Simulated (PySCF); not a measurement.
C3H10OSi2, SMILES C[Si@@H]1C[SiH2]CO1. Coordinates come from a PBE-D3(BJ)/def2-SVP optimisation. The structure was generated by enumeration; whether it is a known compound was not checked. The values are those of a single conformer.

Computed equilibrium geometry at PBE-D3(BJ)/def2-SVP (PySCF confirms it by a frequency run) as a Z-matrix (one conformer of several):
```
Si
O 1 1.7038
C 2 1.4318 1 116.27
H 3 1.1109 2 108.67 1 -160.59
H 3 1.1173 4 106.59 2 120.21
H 1 1.5099 2 109.99 3 -87.20
C 1 1.8736 6 110.38 2 118.83
H 7 1.1085 1 110.73 6 177.05
H 7 1.1087 8 108.19 1 -121.43
H 7 1.1092 8 108.53 9 -116.95
C 1 1.9018 6 109.96 2 -112.54
H 11 1.1088 1 111.74 6 -129.24
H 11 1.1089 12 107.93 1 -123.32
Si 11 1.9038 12 111.39 13 -122.57
H 14 1.5057 11 110.68 12 -15.37
H 14 1.5069 15 108.84 11 -126.04
```
Charge 0, spin multiplicity 1.
